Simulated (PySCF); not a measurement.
# C₆ coefficients of unlike pairs at PBE0

Calculated with PySCF 2.14 from the dipole response of each species, C₆(A,B) = (3/π) ∫ α_A(iu) α_B(iu) du, in atomic units, from isotropic polarisabilities. For ions this is the dispersion term alone; charge-induced terms of lower order in 1/R come first.

```csv
species,configuration,basis,relativity,α (bohr³),C₆ (like pair)
As,[Ar] 3d10 4s2 4p3 (4S),"x2c-TZVPPall with one added diffuse shell each of s, p, d type (7s6p5d1f)",spin-free X2C,32.03,273.3
Ag³⁺,[Kr] 4d8 (3F),def2-TZVPPD with the def2 core potential (28 electrons) (6s4p3d2f1g),core potential,3.417,14.77
Cs⁺,[Xe] (1S),"aug-cc-pwCVTZ-X2C with one added diffuse shell each of s, p, d, f type (12s11p9d5f)",spin-free X2C,15.99,136.7
Cl³⁺,[Ne] 3s2 3p2 (3P),dyall-av3z (19s12p3d2f),spin-free X2C,4.313,11.70
```

(1) Estimate C₆ for Cl³⁺ with As.

No spin-orbit coupling is included.

The other pairs:

```json
{"pair": "Cl³⁺, Cs⁺", "C₆": "39.89"}
{"pair": "Cs⁺, Ag³⁺", "C₆": "41.20"}
{"pair": "Cs⁺, As", "C₆": "183.8"}
{"pair": "Ag³⁺, As", "C₆": "49.37"}
{"pair": "Cl³⁺, Ag³⁺", "C₆": "12.31"}
```

Answers

(1) The integral gives 52.47. The combination rule 2 C_A C_B / (C_A α_B/α_A + C_B α_A/α_B) gives 51.70 and the geometric mean 56.55.
